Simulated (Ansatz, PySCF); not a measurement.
C2H6GeSi, SMILES C1=[CH][GeH2][SiH2]1. Atoms are numbered in the order given.

```xyz
10

C     -1.1425    -1.3718     0.0000
C     -1.5449    -0.0783     0.0000
Ge     0.1294     0.9844     0.0000
Si     0.7513    -1.3362     0.0000
H     -1.8445    -2.2166     0.0000
H     -2.5973     0.2348     0.0000
H      0.3393     1.8630    -1.2538
H      0.3393     1.8630     1.2538
H      1.4071    -1.9233     1.2075
H      1.4071    -1.9233    -1.2075
```

Geometry optimised at B3LYP-D3(BJ)/def2-SVP. The structure was generated by enumeration, and PubChem lists no compound with its InChIKey, so it may never have been made.

Two levels are set side by side: PBE-D3(BJ)/def2-SVP (Ansatz, a quantum-chemistry and plane-wave program) and B3LYP-D3(BJ)/def2-SVP (Ansatz). Each level has its own optimised geometry; the coordinates shown are those of the second. Frequencies come from the Hessian of PySCF at each geometry. Differences are taken from unrounded values.

```json
[
 {"quantity": "mean bond length (Å)", "B3LYP-D3(BJ)": "1.591", "PBE-D3(BJ)": "1.599", "PBE-D3(BJ) minus B3LYP-D3(BJ)": "0.008"},
 {"quantity": "bond C1–C2 (Å)", "B3LYP-D3(BJ)": "1.355", "PBE-D3(BJ)": "1.363", "PBE-D3(BJ) minus B3LYP-D3(BJ)": "0.008"},
 {"quantity": "bond C1–Si4 (Å)", "B3LYP-D3(BJ)": "1.894", "PBE-D3(BJ)": "1.899", "PBE-D3(BJ) minus B3LYP-D3(BJ)": "0.005"},
 {"quantity": "bond C2–Ge3 (Å)", "B3LYP-D3(BJ)": "1.983", "PBE-D3(BJ)": "1.984", "PBE-D3(BJ) minus B3LYP-D3(BJ)": "0.001"},
 {"quantity": "bond Ge3–Si4 (Å)", "B3LYP-D3(BJ)": "2.402", "PBE-D3(BJ)": "2.403", "PBE-D3(BJ) minus B3LYP-D3(BJ)": "0.000"},
 {"quantity": "bond C1–H5 (Å)", "B3LYP-D3(BJ)": "1.098", "PBE-D3(BJ)": "1.107", "PBE-D3(BJ) minus B3LYP-D3(BJ)": "0.008"},
 {"quantity": "bond C2–H6 (Å)", "B3LYP-D3(BJ)": "1.098", "PBE-D3(BJ)": "1.107", "PBE-D3(BJ) minus B3LYP-D3(BJ)": "0.008"},
 {"quantity": "bond Ge3–H7 (Å)", "B3LYP-D3(BJ)": "1.545", "PBE-D3(BJ)": "1.554", "PBE-D3(BJ) minus B3LYP-D3(BJ)": "0.009"},
 {"quantity": "bond Ge3–H8 (Å)", "B3LYP-D3(BJ)": "1.545", "PBE-D3(BJ)": "1.554", "PBE-D3(BJ) minus B3LYP-D3(BJ)": "0.009"},
 {"quantity": "bond Si4–H9 (Å)", "B3LYP-D3(BJ)": "1.494", "PBE-D3(BJ)": "1.508", "PBE-D3(BJ) minus B3LYP-D3(BJ)": "0.014"},
 {"quantity": "bond Si4–H10 (Å)", "B3LYP-D3(BJ)": "1.494", "PBE-D3(BJ)": "1.508", "PBE-D3(BJ) minus B3LYP-D3(BJ)": "0.014"},
 {"quantity": "highest harmonic wavenumber (cm⁻¹)", "B3LYP-D3(BJ)": "3140", "PBE-D3(BJ)": "3075", "PBE-D3(BJ) minus B3LYP-D3(BJ)": "-65"},
 {"quantity": "mean harmonic wavenumber (cm⁻¹)", "B3LYP-D3(BJ)": "1172", "PBE-D3(BJ)": "1137", "PBE-D3(BJ) minus B3LYP-D3(BJ)": "-35"},
 {"quantity": "zero-point energy (kcal/mol)", "B3LYP-D3(BJ)": "40.20", "PBE-D3(BJ)": "39.01", "PBE-D3(BJ) minus B3LYP-D3(BJ)": "-1.19"}
]
```

Exact exchange shortens and stiffens bonds; PBE has none. Differences between two approximate levels are no errors against the true value.
